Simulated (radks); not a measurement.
The numbers below are computed, except where a source is named.
Problem. Species: Fe6+. Configuration: [Ar] 3d2. Code: a radial shooting solver on a logarithmic mesh with Libxc functionals. Model: scalar-relativistic Kohn-Sham, PBE, spin-unpolarised, spherical densities, finite nucleus; Fermi nuclear charge, rms radius 3.7377 fm. Some entries of the table are withheld. Estimate them.

| orbital | occ. | eigenvalue (hartree) | <r> (bohr) |
|---|---|---|---|
| 1s | 2 | (1) | 0.05846 |
| 2s | 2 | -34.46657 | (2) |
| 2p | 6 | -30.00374 | 0.2354 |
| 3s | 2 | -7.38878 | 0.7723 |
| 3p | 6 | -6.09639 | (3) |
| 3d | 2 | (4) | 0.8219 |

Solution. 
(1) 1s eigenvalue (hartree): -261.4377
(2) 2s <r> (bohr): 0.2667
(3) 3p <r> (bohr): 0.7945
(4) 3d eigenvalue (hartree): -4.05579
